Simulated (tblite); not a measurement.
C7H8O2Si.
Numbering: `[CH2:1]=[C:2]=[C:3]([C:4]#[C:5][SiH2:6][CH3:7])[C:8](=[O:9])[OH:10]` (hydrogens: H11, H12 on C1; H13, H14 on Si6; H15, H16, H17 on C7; H18 on O10)

Computed with GFN2-xTB (tblite), gas phase: L-BFGS steps from a force-field or distance-geometry start until the largest atomic force falls under 0.01 eV/Å.

Step 25: E = -783.6684 eV
```
atom  x, y, z in Å  |  force x, y, z in eV/Å
C1      2.8681   -2.1630   -1.6001   -0.028   0.082  -0.010
C2      2.2280   -1.0970   -1.2653   -0.043  -0.036  -0.003
C3      1.5210   -0.0415   -0.9132   -0.010  -0.038  -0.058
C4      0.2446   -0.2048   -0.3180    0.040  -0.008   0.047
C5     -0.8276   -0.3442    0.2216    0.080  -0.091   0.081
Si6    -2.2892   -0.7428    1.2792   -0.001   0.058  -0.019
C7     -3.1224    0.8889    1.7705   -0.003  -0.017  -0.020
C8      2.0480    1.3294   -1.1043    0.013   0.011  -0.108
O9      3.1342    1.5986   -1.5521   -0.019   0.000   0.053
O10     1.1607    2.2662   -0.7398    0.049  -0.024   0.047
H11     2.7954   -2.5836   -2.5891   -0.020  -0.007  -0.052
H12     3.5219   -2.6763   -0.9164    0.065   0.001   0.059
H13    -1.7854   -1.4327    2.4754   -0.022  -0.027  -0.004
H14    -3.1794   -1.6126    0.5015   -0.040   0.015   0.012
H15    -3.3760    1.4715    0.8884   -0.024   0.019   0.051
H16    -2.4599    1.4922    2.3880   -0.055  -0.016  -0.038
H17    -4.0367    0.7130    2.3327    0.034   0.031  -0.022
H18     1.5461    3.1451   -0.8704   -0.016   0.051  -0.017
```

Step 26: E = -783.6698 eV
```
atom  x, y, z in Å  |  force x, y, z in eV/Å
C1      2.8684   -2.1621   -1.6013    0.014   0.012  -0.009
C2      2.2269   -1.0970   -1.2669   -0.040  -0.030  -0.007
C3      1.5201   -0.0410   -0.9148    0.007  -0.049  -0.044
C4      0.2462   -0.2063   -0.3138    0.090   0.013   0.004
C5     -0.8267   -0.3461    0.2234    0.041  -0.090   0.097
Si6    -2.2911   -0.7409    1.2783    0.016   0.005  -0.010
C7     -3.1232    0.8897    1.7698    0.001  -0.023  -0.021
C8      2.0487    1.3302   -1.1056   -0.039  -0.018  -0.089
O9      3.1355    1.5998   -1.5505    0.011   0.001   0.038
O10     1.1606    2.2660   -0.7411    0.059   0.015   0.045
H11     2.7903   -2.5910   -2.5887   -0.012   0.028   0.007
H12     3.5292   -2.6717   -0.9172    0.008   0.042   0.003
H13    -1.7852   -1.4328    2.4737   -0.033  -0.017  -0.013
H14    -3.1819   -1.6127    0.5026   -0.034   0.024   0.013
H15    -3.3770    1.4722    0.8881   -0.028   0.031   0.043
H16    -2.4599    1.4906    2.3875   -0.043   0.005  -0.029
H17    -4.0362    0.7132    2.3326    0.012   0.030  -0.013
H18     1.5467    3.1461   -0.8676   -0.029   0.021  -0.015
```

Step 27: E = -783.6718 eV
```
atom  x, y, z in Å  |  force x, y, z in eV/Å
C1      2.8695   -2.1606   -1.6031    0.040  -0.051  -0.014
C2      2.2248   -1.0974   -1.2696   -0.018  -0.031  -0.017
C3      1.5190   -0.0409   -0.9183    0.020  -0.035  -0.020
C4      0.2503   -0.2085   -0.3065    0.053   0.029  -0.016
C5     -0.8241   -0.3504    0.2278    0.074  -0.072   0.073
Si6    -2.2935   -0.7383    1.2770    0.030  -0.070   0.005
C7     -3.1245    0.8904    1.7684    0.004  -0.024  -0.018
C8      2.0487    1.3308   -1.1098   -0.044  -0.025  -0.042
O9      3.1374    1.6022   -1.5479    0.012  -0.020   0.013
O10     1.1617    2.2659   -0.7418    0.035   0.032   0.037
H11     2.7848   -2.5991   -2.5871   -0.006   0.052   0.045
H12     3.5372   -2.6650   -0.9190   -0.027   0.070  -0.033
H13    -1.7863   -1.4333    2.4714   -0.044  -0.006  -0.019
H14    -3.1864   -1.6121    0.5045   -0.024   0.035   0.011
H15    -3.3790    1.4736    0.8886   -0.033   0.049   0.019
H16    -2.4608    1.4884    2.3863   -0.017   0.037  -0.011
H17    -4.0354    0.7138    2.3323   -0.026   0.022   0.002
H18     1.5478    3.1467   -0.8648   -0.030   0.009  -0.013
```

Step 28: E = -783.6736 eV
```
atom  x, y, z in Å  |  force x, y, z in eV/Å
C1      2.8708   -2.1594   -1.6049    0.051  -0.085  -0.010
C2      2.2222   -1.0988   -1.2721    0.004  -0.018  -0.025
C3      1.5183   -0.0413   -0.9216    0.021  -0.005  -0.004
C4      0.2546   -0.2098   -0.3003    0.053   0.037  -0.048
C5     -0.8189   -0.3564    0.2336    0.043  -0.061   0.075
Si6    -2.2947   -0.7372    1.2758    0.033  -0.103   0.012
C7     -3.1255    0.8902    1.7667    0.001  -0.010  -0.009
C8      2.0480    1.3310   -1.1143   -0.030  -0.023   0.017
O9      3.1390    1.6031   -1.5458    0.018  -0.031  -0.021
O10     1.1635    2.2665   -0.7417    0.002   0.031   0.023
H11     2.7815   -2.6048   -2.5854   -0.005   0.054   0.042
H12     3.5432   -2.6590   -0.9210   -0.035   0.079  -0.042
H13    -1.7885   -1.4342    2.4693   -0.047  -0.006  -0.009
H14    -3.1910   -1.6106    0.5065   -0.017   0.039   0.004
H15    -3.3815    1.4760    0.8899   -0.033   0.053  -0.010
H16    -2.4625    1.4873    2.3848    0.011   0.055   0.006
H17    -4.0350    0.7151    2.3319   -0.050   0.005   0.013
H18     1.5479    3.1486   -0.8628   -0.021  -0.009  -0.012
```

**Question.** Estimate the geometry and energy of step 29. (The exact step hangs on the optimiser's Hessian estimate; all steps are aligned on step 28, rigid shifts and turns removed.)

**Answer.** E = -783.6755 eV, largest force 0.087 eV/Å
```
atom  x, y, z in Å  |  force x, y, z in eV/Å
C1      2.8724   -2.1587   -1.6066    0.032  -0.075  -0.005
C2      2.2191   -1.1009   -1.2745    0.036  -0.002  -0.034
C3      1.5179   -0.0417   -0.9252    0.018   0.025   0.014
C4      0.2592   -0.2103   -0.2954    0.007   0.030  -0.049
C5     -0.8113   -0.3649    0.2421    0.039  -0.041   0.055
Si6    -2.2949   -0.7380    1.2750    0.017  -0.084   0.016
C7     -3.1264    0.8899    1.7648   -0.005   0.014   0.003
C8      2.0474    1.3312   -1.1185   -0.010  -0.016   0.067
O9      3.1404    1.6021   -1.5449    0.024  -0.027  -0.052
O10     1.1659    2.2679   -0.7409   -0.026   0.011   0.006
H11     2.7812   -2.6076   -2.5839   -0.010   0.036   0.004
H12     3.5468   -2.6542   -0.9235   -0.011   0.066  -0.018
H13    -1.7923   -1.4358    2.4675   -0.043  -0.018   0.020
H14    -3.1957   -1.6080    0.5085   -0.015   0.032  -0.011
H15    -3.3850    1.4797    0.8915   -0.024   0.037  -0.029
H16    -2.4646    1.4875    2.3831    0.029   0.054   0.013
H17    -4.0353    0.7166    2.3315   -0.052  -0.014   0.013
H18     1.5468    3.1516   -0.8620   -0.004  -0.029  -0.012
```

The energy changes by -0.0019 eV. The first-order estimate −F·Δx gives -0.0027 eV and the mean of the old and new forces, exact on a quadratic surface, -0.0019 eV. The step makes an angle of 63° with the force vector and moves no atom by more than 0.014 Å.

What follows is the cost of the whole relaxation. On one thread of an Arm Neoverse V2 (shared host), this took 0.84 s of wall time.
